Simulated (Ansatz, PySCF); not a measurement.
B(H)(OEt)(NH2) (C₂H₈BNO), SMILES CCOBN. Atoms are numbered in the order given.

```xyz
13

B     -0.3665     0.7562     0.8665
H     -1.0925     0.0767     1.5624
O      0.5083     0.1809    -0.0095
C      0.5621    -1.2180    -0.2101
C     -0.2188    -1.6279    -1.4490
H      1.6241    -1.4961    -0.3217
H      0.1745    -1.7483     0.6792
H      0.1510    -1.0876    -2.3346
H     -0.1181    -2.7096    -1.6335
H     -1.2894    -1.3959    -1.3298
N     -0.4199     2.1552     0.9646
H     -1.0345     2.6369     1.6059
H      0.1654     2.7630     0.4033
```
Charge 0, spin multiplicity 1.

Coordinates come from a B3LYP-D3(BJ)/def2-SVP optimisation. The structure was generated by enumeration, and PubChem lists no compound with its InChIKey, so it may never have been made. The values are those of a single conformer.

Two levels are set side by side: PBE-D3(BJ)/def2-SVP (Ansatz, a program for electronic structure) and B3LYP-D3(BJ)/def2-SVP (Ansatz). Each level has its own optimised geometry; the coordinates shown are those of the second. Frequencies come from the Hessian of PySCF at each geometry. Differences are taken from unrounded values.

```tsv
quantity	B3LYP-D3(BJ)
mean bond length (Å)	1.205
bond B1–O3 (Å)	1.365
bond B1–N11 (Å)	1.403
bond O3–C4 (Å)	1.414
bond C4–C5 (Å)	1.521
bond B1–H2 (Å)	1.214
bond C4–H6 (Å)	1.104
bond C4–H7 (Å)	1.106
bond C5–H8 (Å)	1.101
bond C5–H9 (Å)	1.102
bond C5–H10 (Å)	1.102
bond N11–H12 (Å)	1.010
bond N11–H13 (Å)	1.013
highest harmonic wavenumber (cm⁻¹)	3715
mean harmonic wavenumber (cm⁻¹)	1472
zero-point energy (kcal/mol)	69.45
```

What does PBE-D3(BJ) give, and how far is it from B3LYP-D3(BJ)? (Estimate from the structure and the level; the computed values follow.)


```json
[
 {"quantity": "mean bond length (Å)", "PBE-D3(BJ)": "1.212", "PBE-D3(BJ) minus B3LYP-D3(BJ)": "0.007"},
 {"quantity": "bond B1–O3 (Å)", "PBE-D3(BJ)": "1.374", "PBE-D3(BJ) minus B3LYP-D3(BJ)": "0.009"},
 {"quantity": "bond B1–N11 (Å)", "PBE-D3(BJ)": "1.409", "PBE-D3(BJ) minus B3LYP-D3(BJ)": "0.006"},
 {"quantity": "bond O3–C4 (Å)", "PBE-D3(BJ)": "1.420", "PBE-D3(BJ) minus B3LYP-D3(BJ)": "0.006"},
 {"quantity": "bond C4–C5 (Å)", "PBE-D3(BJ)": "1.523", "PBE-D3(BJ) minus B3LYP-D3(BJ)": "0.002"},
 {"quantity": "bond B1–H2 (Å)", "PBE-D3(BJ)": "1.224", "PBE-D3(BJ) minus B3LYP-D3(BJ)": "0.010"},
 {"quantity": "bond C4–H6 (Å)", "PBE-D3(BJ)": "1.112", "PBE-D3(BJ) minus B3LYP-D3(BJ)": "0.009"},
 {"quantity": "bond C4–H7 (Å)", "PBE-D3(BJ)": "1.114", "PBE-D3(BJ) minus B3LYP-D3(BJ)": "0.009"},
 {"quantity": "bond C5–H8 (Å)", "PBE-D3(BJ)": "1.109", "PBE-D3(BJ) minus B3LYP-D3(BJ)": "0.007"},
 {"quantity": "bond C5–H9 (Å)", "PBE-D3(BJ)": "1.109", "PBE-D3(BJ) minus B3LYP-D3(BJ)": "0.007"},
 {"quantity": "bond C5–H10 (Å)", "PBE-D3(BJ)": "1.109", "PBE-D3(BJ) minus B3LYP-D3(BJ)": "0.007"},
 {"quantity": "bond N11–H12 (Å)", "PBE-D3(BJ)": "1.017", "PBE-D3(BJ) minus B3LYP-D3(BJ)": "0.007"},
 {"quantity": "bond N11–H13 (Å)", "PBE-D3(BJ)": "1.020", "PBE-D3(BJ) minus B3LYP-D3(BJ)": "0.007"},
 {"quantity": "highest harmonic wavenumber (cm⁻¹)", "PBE-D3(BJ)": "3648", "PBE-D3(BJ) minus B3LYP-D3(BJ)": "-67"},
 {"quantity": "mean harmonic wavenumber (cm⁻¹)", "PBE-D3(BJ)": "1434", "PBE-D3(BJ) minus B3LYP-D3(BJ)": "-38"},
 {"quantity": "zero-point energy (kcal/mol)", "PBE-D3(BJ)": "67.64", "PBE-D3(BJ) minus B3LYP-D3(BJ)": "-1.81"}
]
```

Exact exchange shortens and stiffens bonds; PBE has none. Differences between two approximate levels are no errors against the true value.
